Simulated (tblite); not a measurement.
Compound: C4H2FO2S (doublet state).
Numbering: `[O:1][c:2]1[cH:3][c:4]([F:5])[s:6][c:7]1[OH:8]` (hydrogens: H9 on C3; H10 on O8)

Cartesian coordinates in Å at the GFN2-xTB level; atoms count from 1:
```xyz
10
C4H2FO2S angstrom
O     -1.3007    1.0836    1.1873
C     -0.4500    0.4819    0.5248
C      0.9974    0.5421    0.5729
C      1.5654   -0.2776   -0.3227
F      2.8596   -0.4601   -0.5362
S      0.4384   -1.2102   -1.3216
C     -0.8522   -0.4650   -0.4967
O     -2.1318   -0.7120   -0.7487
H      1.5341    1.1754    1.2537
H     -2.6511   -0.1534   -0.1352
```

Method: GFN2-xTB as coded in tblite; computed harmonic values from a numerical Hessian at the method's own geometry, unscaled. This tight-binding method is rough: wavenumbers can miss measured ones by several per cent, in bad cases by 10 to 20. One conformer, not necessarily the lowest. Open shells enter through the occupations alone, without spin polarisation, and single modes of such species can be off by tens of per cent.

Harmonic wavenumbers (cm⁻¹): 140.2, 196.4, 231.8, 303.5, 317.9, 425.5, 443.7, 473.2, 565.3, 565.4, 629.1, 674.4, 732.8, 791.3, 986.4, 1104.3, 1132.0, 1183.3, 1263.2, 1376.0, 1606.5, 1622.5, 3156.1, 3272.0.

A = 3151, B = 1536, C = 1033 MHz; mass 132.976 u (most abundant isotopes); point group Cs, symmetry number 1; spin multiplicity 2.

Task: Zero-point energy?

Result: ½Σν̃ = 11596 cm⁻¹ = 33.16 kcal/mol.

Task: Entropy at 500 K, 1 bar (ideal gas, RRHO, classical rotation)?

Result: Translation 43.16, rotation 30.10, vibration 27.35, spin (R ln 2) 1.38: S = 102.0 cal/(mol K).

Task: And Cp and H(500 K) − H(0)?

Result: Cp = 37.46 cal/(mol K), of which vibrations give 29.51 (their classical limit is 24 R = 47.7); H(500 K) − H(0) = 11.75 kcal/mol without the zero-point energy, 7.78 from vibrations.

Task: Blend soft modes into free rotors: weight 1/[1 + (100 cm⁻¹/ν̃)⁴] for the oscillator and the rest for a rotor with moment μB/(μ + B), μ = h/(8π²ν), B = 10⁻⁴⁴ kg m². What vibrational entropy results?

Result: 27.15 cal/(mol K) in place of 27.35, which changes −T·S at 500 K by +0.10 kcal/mol.

Task: What must be added to the electronic energy to get the Gibbs energy at 500 K and 1 bar?

Result: ZPE + [H(500 K) − H(0)] − T·S = 33.16 + 11.75 − 50.99 = -6.08 kcal/mol.

Task: Which modes carry the vibrational entropy at 500 K?

Result: 140.2 cm⁻¹: 3.80; 196.4 cm⁻¹: 3.15; 231.8 cm⁻¹: 2.83; 303.5 cm⁻¹: 2.32; 317.9 cm⁻¹: 2.23; 425.5 cm⁻¹: 1.70 cal/(mol K); the other 18 give 11.31 together.

Task: How do the functions run with temperature in this model?

Result: 
| T (K) | S (cal/(mol K)) | Cp (cal/(mol K)) | H − H(0) (kcal/mol) | G − H(0) (kcal/mol) | ln q(vib) |
| --- | --- | --- | --- | --- | --- |
| 100 | 63.9 | 12.7 | 0.94 | -5.44 | 0.27 |
| 200 | 75.3 | 21.1 | 2.64 | -12.42 | 1.36 |
| 300 | 85.2 | 28.0 | 5.12 | -20.46 | 2.80 |
| 800 | 121.4 | 44.8 | 24.22 | -72.89 | 10.41 |
| 1000 | 131.7 | 47.5 | 33.47 | -98.23 | 13.10 |

q(vib) and H(0) count from the zero-point level.

Hindered rotation and anharmonicity are outside this model. Other conformers, if any are populated, would add a mixing term that is left out.
